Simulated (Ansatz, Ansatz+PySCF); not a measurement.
```xyz
4

O     0.0000    0.0000   -0.1085
H     0.0000    0.0000    0.8679
N    30.0000    0.0000   -0.4711
H    30.0000    0.0000    3.2974
```

Basis set: 6-31G (spherical functions). Correlated methods keep 2 orbitals frozen. Charge 0, multiplicity 4.

Computed with Ansatz (development build ahead of 0.2.0); each method stands on the lowest determinant of its kind that the runs found.

**Question.** Give the atomization energy at this shape (free ground-state atoms in the same class of orbitals less the molecule, no zero-point energy) of quartet H₂NO in separate pieces by UHF-CCSD(T), UHF-MP2, UHF.

**Answer.**

| method | atomization energy |
| --- | --- |
| UHF-CCSD(T) | 3.41 eV |
| UHF-MP2 | 3.36 eV |
| UHF | 2.30 eV |

Caution: the determinant breaks the point group; the unrestricted determinant is a mixture of spin states. Caution for UHF-CCSD(T), UHF-MP2: bonds are stretched, where a single reference can fail.

This basis has no polarisation functions and is too small for such energies, which can lie far from measured ones in either direction.
